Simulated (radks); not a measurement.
Values are calculated unless marked as measured or tabulated.
Problem. The mean radii <r> (bohr) of the occupied orbitals of an atom or ion are listed with their occupations. Level of theory: Dirac Kohn-Sham, PBE, spin-unpolarised, spherical densities, finite nucleus; Fermi nuclear charge, rms radius of each element as measured or else 0.836 A^(1/3) + 0.57 fm (a radial shooting solver on a logarithmic mesh with Libxc functionals).

orbital  occ.      <r>
1s1/2       2  0.04018
2s1/2       2   0.1691
2p1/2       1   0.1434
2p3/2       2   0.1470

Name the element and its charge. Open shells, if any, are shared by 2j + 1.

Solution. Z = 37, rubidium, charge +30: Rb30+ in [He] 2s2 2p3. The 1s radius gives Z: for a bare nucleus <r> = (2 gamma + 1)/(2Z) with gamma = sqrt(1 - (Z/c)^2), 0.03954 bohr for Z = 37, and screening makes it slightly larger (0.04018 here). The occupations add up to 7, and the charge is Z minus that.
